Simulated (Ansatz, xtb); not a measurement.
**C3H5F3OSi: which of two isomers lies lower**

Structure a: `FC(F)(F)[C@@]1([SiH3])CO1`, a singlet. Structure b: `FC(F)(F)[C@@H]1O[C@H]1[SiH3]`, a singlet. Both are isolated molecules in the gas phase, relaxed with B3LYP/def2-SVP.

Problem. Estimate which is lower in electronic energy at CCSD(T)/def2-SVP + ΔMP2/def2-TZVPP, and by roughly how much.

Solution. Too close to call at this level: CCSD(T)/def2-SVP + ΔMP2/def2-TZVPP gives E(b) − E(a) = +1.47 kJ/mol.

How the difference moves with the method:

```json
{"level": "GFN2-xTB", "geometry": "GFN2-xTB", "E(b) − E(a) (kJ/mol)": "+17.07", "departure from the last row (kJ/mol)": "+15.60", "job, with rough time for the two": "optimisation, 0.17 s"}
{"level": "HF/STO-3G", "geometry": "GFN2-xTB", "E(b) − E(a) (kJ/mol)": "−2.66", "departure from the last row (kJ/mol)": "−4.12", "job, with rough time for the two": "single point, 0.68 s"}
{"level": "r2SCAN-D4/def2-SVP", "geometry": "GFN2-xTB", "E(b) − E(a) (kJ/mol)": "+2.62", "departure from the last row (kJ/mol)": "+1.15", "job, with rough time for the two": "single point, 4.1 s"}
{"level": "B3LYP/def2-SVP", "geometry": "B3LYP/def2-SVP", "E(b) − E(a) (kJ/mol)": "−0.92", "departure from the last row (kJ/mol)": "−2.39", "job, with rough time for the two": "optimisation, 83 s"}
{"level": "HF/def2-SVP", "geometry": "B3LYP/def2-SVP", "E(b) − E(a) (kJ/mol)": "−1.99", "departure from the last row (kJ/mol)": "−3.46", "job, with rough time for the two": "part of the CCSD(T) run"}
{"level": "MP2/def2-SVP", "geometry": "B3LYP/def2-SVP", "E(b) − E(a) (kJ/mol)": "+4.24", "departure from the last row (kJ/mol)": "+2.77", "job, with rough time for the two": "part of the CCSD(T) run"}
{"level": "CCSD(T)/def2-SVP", "geometry": "B3LYP/def2-SVP", "E(b) − E(a) (kJ/mol)": "+3.78", "departure from the last row (kJ/mol)": "+2.31", "job, with rough time for the two": "single point"}
{"level": "CCSD(T)/def2-SVP + ΔMP2/def2-TZVPP", "geometry": "B3LYP/def2-SVP", "E(b) − E(a) (kJ/mol)": "+1.47", "departure from the last row (kJ/mol)": "", "job, with rough time for the two": "single point, 1.7 min"}
```

As drawn, both hold the same kinds of bond in the same numbers.

The largest departure from CCSD(T)/def2-SVP + ΔMP2/def2-TZVPP is that of GFN2-xTB, 15.60 kJ/mol. The last row adds to CCSD(T) the change of the MP2 difference between the two basis sets, here −2.31 kJ/mol.

With thermal terms from frequencies at re-optimised GFN2-xTB minima (ideal gas, soft modes damped towards free rotors, one conformer each, 298.15 K, 1 atm): on the last row, ΔE + ΔZPE = +1.00, ΔH = +1.03, ΔG = −0.41 kJ/mol.

The correlated steps freeze 12 core orbitals. Run with Ansatz 0.2.0, xtb 6.7.1; the last row on 2 threads of Intel(R) Xeon(R) Platinum 8375C CPU @ 2.90GHz (Ice Lake) on a shared host.
